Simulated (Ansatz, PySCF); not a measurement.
Lewis adduct: GaH3 (SMILES [GaH3]) (first 4 atoms) with H2S (SMILES S); geometry from B3LYP-D3(BJ)/def2-TZVP, rigid monomers moved along the line of their centres of mass till Ga1···S5 is 3.06 Å.
(charge 0, multiplicity 1):
```xyz
7

Ga     0.528    -0.070     0.520
H     -0.346     1.113    -0.043
H      0.274    -1.534    -0.001
H      1.891     0.261     1.238
S     -1.139    -0.421     3.065
H     -0.722     0.687     3.702
H     -0.279    -1.209     3.732
```

Monomers are frozen at their geometry in the pair; levels with a basis set take the counterpoise correction.

Cores are frozen in the correlated methods. Filled d and f shells under p-block atoms count as core. Rows in 6-31G* carry no dispersion term and start afresh at each structure (6-31G* with six Cartesian d functions); the Pople sets are all-electron and without relativity.

Run with Ansatz (Gaussian basis) for Hartree–Fock, density functionals and correlated methods; PySCF for 6-31G* rows. Each number belongs to the level named beside it.

### Question
What is the computed interaction energy (CCSD/def2-TZVPPD)?

### Answer
-8.2 kcal/mol

### Question
Predict the interaction energy from HF/6-31G*.

### Answer
-6.2 kcal/mol

### Question
Estimate the interaction energy that wB97M-V/def2-TZVPPD returns for this input.

### Answer
-9.6 kcal/mol

Ansatz is an electronic-structure program.
